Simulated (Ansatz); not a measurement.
The first iterations of a band of C2H9FSSi2 (15 atoms, charge 0, multiplicity 1).

Computed with RKS PBE-D4/STO-3G in Ansatz 0.2.0.

```
movable images  : 7
climbing image  : yes
spring          : 5.0 eV/Å²
optimiser       : quadratic models (default)
start path      : through a guess of the saddle point
force threshold : 0.5 eV/Å
iteration limit : 49
end points      : relaxed
```

Image 0:

```xyz
15
Properties=species:S:1:pos:R:3
C -0.049 -1.810 0.732
Si 0.634 -0.151 0.153
C 1.374 -0.337 -1.620
F 0.419 -0.586 -2.638
Si -0.956 1.456 0.202
S -1.642 1.727 2.213
H -0.456 -1.740 1.755
H -0.860 -2.162 0.073
H 0.738 -2.583 0.737
H 1.748 0.219 1.021
H 2.131 -1.170 -1.597
H 1.957 0.594 -1.864
H -0.428 2.711 -0.330
H -2.074 1.098 -0.669
H -2.557 2.683 1.860
```

Image 8:

```xyz
15
Properties=species:S:1:pos:R:3
C -0.202 -1.642 0.515
Si 0.495 0.012 -0.102
C 1.581 -0.410 -1.646
F 0.852 -0.756 -2.815
Si -1.153 1.572 -0.598
S -1.517 1.790 1.773
H -0.761 -1.535 1.462
H -0.894 -2.087 -0.220
H 0.598 -2.380 0.698
H 1.491 0.387 0.909
H 2.279 -1.254 -1.380
H 2.249 0.469 -1.869
H -0.143 2.674 -0.436
H -2.195 0.611 1.977
H -2.701 2.498 1.758
```

| iteration | highest image above the first end (eV) | largest band force component (eV/Å) |
| --- | --- | --- |
| 1 | 5.398 | 6.664 |
| 2 | 3.753 | 2.555 |

Task: Does the band converge within its limit, and where does its top end?

Result: The forces met the threshold. It ended after 5 iterations with the highest image 3.340 eV above the first end. The threshold of 0.5 eV/Å is loose, so the images may lie well off the minimum-energy path. Neighbouring images differ by up to 1.8 eV, so the band resolves the path poorly. The order of the stationary point at the top wasn't checked. The orbitals stay closed-shell, which can raise the energy where a bond breaks towards radicals; this wasn't checked here. Limits of this set-up: minimal basis.

Time of the run: 2.4 min on 1 thread of Arm Neoverse V2, on a shared host, peak memory 0.11 GiB.
